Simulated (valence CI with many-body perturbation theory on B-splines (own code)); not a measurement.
## Ru³¹⁺: electric-dipole lines

Level of theory: configuration interaction combined with many-body perturbation theory (CI+MBPT): three valence electrons over a frozen Dirac-Fock core [Ne], radial functions for each j: 11 s, 11 p, 10 d, 8 f, 5 g, 2 h, with the one-electron correlation potential Σ1 (screened to all orders), the two-electron term Σ2, the three-electron term Σ3, Breit, model QED; selected single and double excitations, second order for the rest, scaled by the run's own slope (own B-spline code, finite nucleus).

No measured spectrum was set against this ion. As an estimate, large intervals hold to a few tenths of a per cent, small ones and those within an open d or f shell to about a per cent.

Lines 1 to 50 of 577 in falling wavelength, among levels below 7156.6 × 10³ cm⁻¹, chosen from the strongest by gf and those to the six lowest levels. Wavelengths and rates use the calculated energies. Electric multipoles are in the length gauge with retardation, E1 and E2 with the static RPA response of the core. Weak lines are less certain than strong ones. Lines between different terms over intervals too small for the method are left out, as are lines whose strength nearly cancels. The highest levels of a list are the least certain.

Names give the largest LS component (configuration and term), which can be under half, so a name can repeat, a term be missing and a line seem to break the LS rules; names also repeat where a configuration has a term twice. Letters in brackets count levels of one name in rising energy.

| λ vac (nm) | Upper | Lower | A (s⁻¹) | S (a.u.) with core polarisation | S without |
| --- | --- | --- | --- | --- | --- |
| 36.31 | 3s²4p ²P°_1/2 | 3s²4s ²S_1/2 | 4.72e+09 | 2.23e-01 | 2.24e-01 |
| 30.30 | 3s3p² ⁴P_1/2 | 3s²3p ²P°_3/2 | 5.54e+07 | 1.52e-03 | 1.56e-03 |
| 26.87 | 3s²4p ²P°_3/2 | 3s²4s ²S_1/2 | 1.09e+10 | 4.19e-01 | 4.20e-01 |
| 20.07 | 3s3p² ⁴P_3/2 | 3s²3p ²P°_3/2 | 2.87e+08 | 4.58e-03 | 4.70e-03 |
| 18.20 | 3p3d² ²H°_9/2 | 3s3d² ²G_9/2 | 3.06e+09 | 9.10e-02 | 9.32e-02 |
| 18.09 | 3p3d² ²H°_9/2 | 3s3d² ²G_7/2 | 6.44e+09 | 1.88e-01 | 1.93e-01 |
| 17.95 | 3p3d² ⁴G°_5/2 | 3s3d² ⁴F_3/2 [a] | 5.70e+09 | 9.77e-02 | 1.00e-01 |
| 17.86 | 3s3p² ⁴P_5/2 | 3s²3p ²P°_3/2 | 2.23e+09 | 3.76e-02 | 3.85e-02 |
| 17.67 | 3p²3d ⁴F_9/2 [a] | 3s3p3d ²F°_7/2 [a] | 4.74e+09 | 1.29e-01 | 1.32e-01 |
| 17.49 | 3s3p4s ⁴P°_3/2 | 3s²4s ²S_1/2 | 5.50e+09 | 5.81e-02 | 5.91e-02 |
| 17.35 | 3p3d² ²G°_7/2 | 3s3d² ²G_9/2 | 5.35e+09 | 1.10e-01 | 1.13e-01 |
| 17.28 | 3p3d² ⁴G°_7/2 | 3s3d² ⁴F_7/2 | 4.57e+09 | 9.30e-02 | 9.53e-02 |
| 17.25 | 3p3d² ²G°_7/2 | 3s3d² ²G_7/2 | 2.96e+09 | 5.99e-02 | 6.14e-02 |
| 17.11 | 3s3p² ⁴P_1/2 | 3s²3p ²P°_1/2 | 3.55e+09 | 1.76e-02 | 1.80e-02 |
| 16.89 | 3p3d² ²F°_5/2 [a] | 3s3d² ²D_3/2 | 4.25e+09 | 6.07e-02 | 6.22e-02 |
| 16.80 | 3p3d² ⁴G°_7/2 | 3s3d² ⁴F_5/2 [b] | 6.40e+09 | 1.20e-01 | 1.23e-01 |
| 16.40 | 3p3d² ⁴D°_1/2 [a] | 3s3d² ⁴P_1/2 | 1.23e+10 | 5.37e-02 | 5.50e-02 |
| 16.34 | 3p3d² ⁴G°_9/2 | 3s3d² ⁴F_9/2 | 5.28e+09 | 1.14e-01 | 1.17e-01 |
| 16.05 | 3p²3d ⁴F_3/2 | 3s3p3d ⁴D°_1/2 | 6.69e+09 | 5.46e-02 | 5.59e-02 |
| 15.98 | 3p³ ²P°_3/2 [a] | 3s3p² ²D_3/2 | 3.54e+09 | 2.85e-02 | 2.92e-02 |
| 15.89 | 3p²3d ²P_3/2 [a] | 3s3p3d ⁴P°_3/2 | 6.57e+09 | 5.21e-02 | 5.34e-02 |
| 15.78 | 3p²3d ²F_7/2 [a] | 3s3p3d ⁴D°_7/2 | 4.42e+09 | 6.86e-02 | 7.03e-02 |
| 15.62 | 3p²3d ²F_5/2 [b] | 3s3p3d ²F°_7/2 [b] | 5.81e+09 | 6.55e-02 | 6.72e-02 |
| 15.55 | 3p3d² ⁴G°_9/2 | 3s3d² ⁴F_7/2 | 6.41e+09 | 1.19e-01 | 1.22e-01 |
| 15.53 | 3p²3d ⁴D_3/2 | 3s3p3d ²D°_5/2 [a] | 9.64e+09 | 7.13e-02 | 7.30e-02 |
| 15.21 | 3s3p² ²D_3/2 | 3s²3p ²P°_3/2 | 1.98e+09 | 1.38e-02 | 1.41e-02 |
| 14.78 | 3p3d² ⁴D°_7/2 [a] | 3s3d² ⁴F_9/2 | 1.64e+10 | 2.09e-01 | 2.14e-01 |
| 14.76 | 3p3d² ²H°_9/2 | 3p²3d ²F_7/2 [b] | 6.51e+09 | 1.03e-01 | 1.06e-01 |
| 14.74 | 3p³ ⁴S°_3/2 | 3s3p² ²D_5/2 | 8.50e+09 | 5.37e-02 | 5.51e-02 |
| 14.54 | 3p3d² ²G°_9/2 [a] | 3s3d² ²F_7/2 | 3.89e+09 | 5.90e-02 | 6.04e-02 |
| 14.53 | 3p²3d ⁴P_5/2 | 3s3p3d ²P°_3/2 [a] | 5.50e+09 | 5.00e-02 | 5.12e-02 |
| 14.35 | 3p²3d ⁴F_5/2 | 3s3p3d ⁴P°_5/2 | 9.67e+09 | 8.46e-02 | 8.67e-02 |
| 14.34 | 3p3d² ⁴P°_3/2 | 3s3d² ⁴P_5/2 | 1.05e+10 | 6.11e-02 | 6.26e-02 |
| 14.15 | 3p²3d ⁴F_5/2 | 3s3p3d ⁴D°_3/2 | 8.63e+09 | 7.24e-02 | 7.42e-02 |
| 14.10 | 3p²3d ⁴F_9/2 [a] | 3s3p3d ⁴D°_7/2 | 4.24e+09 | 5.87e-02 | 6.02e-02 |
| 14.10 | 3p²3d ⁴F_9/2 [b] | 3s3p3d ²F°_7/2 [b] | 7.55e+09 | 1.04e-01 | 1.07e-01 |
| 14.07 | 3p²3d ⁴F_7/2 | 3s3p3d ⁴F°_9/2 | 1.76e+10 | 1.94e-01 | 1.99e-01 |
| 14.01 | 3p²3d ²F_7/2 [b] | 3s3p3d ²D°_5/2 [b] | 5.90e+09 | 6.40e-02 | 6.55e-02 |
| 13.94 | 3p²3d ⁴P_5/2 | 3s3p3d ⁴D°_7/2 | 8.85e+09 | 7.10e-02 | 7.27e-02 |
| 13.92 | 3p3d² ²F°_7/2 [a] | 3p²3d ²F_5/2 [c] | 5.54e+09 | 5.90e-02 | 6.04e-02 |
| 13.90 | 3p²3d ⁴F_5/2 | 3s3p3d ⁴F°_7/2 | 2.24e+10 | 1.78e-01 | 1.83e-01 |
| 13.85 | 3p3d² ⁴F°_5/2 | 3s3d² ⁴F_7/2 | 1.19e+10 | 9.33e-02 | 9.56e-02 |
| 13.82 | 3p³ ²P°_3/2 [a] | 3s3p² ⁴P_5/2 | 2.11e+10 | 1.10e-01 | 1.13e-01 |
| 13.74 | 3s3p3d ⁴F°_3/2 | 3s3p² ²D_3/2 | 2.23e+09 | 1.14e-02 | 1.17e-02 |
| 13.72 | 3p3d² ²H°_9/2 | 3s3d² ⁴F_7/2 | 4.17e+09 | 5.31e-02 | 5.44e-02 |
| 13.69 | 3s3p² ²P_1/2 | 3s²3p ²P°_3/2 | 5.53e+09 | 1.40e-02 | 1.44e-02 |
| 13.50 | 3p²3d ⁴F_3/2 | 3s3p3d ⁴F°_5/2 [a] | 2.15e+10 | 1.04e-01 | 1.07e-01 |
| 13.49 | 3d³ ²H_9/2 | 3p3d² ²F°_7/2 [c] | 4.35e+09 | 5.27e-02 | 5.39e-02 |
| 13.40 | 3p²3d ⁴F_9/2 [a] | 3s3p3d ⁴F°_9/2 | 1.84e+10 | 2.18e-01 | 2.24e-01 |
| 13.35 | 3p3d² ⁴F°_5/2 | 3s3d² ⁴F_3/2 [b] | 6.39e+09 | 4.50e-02 | 4.61e-02 |
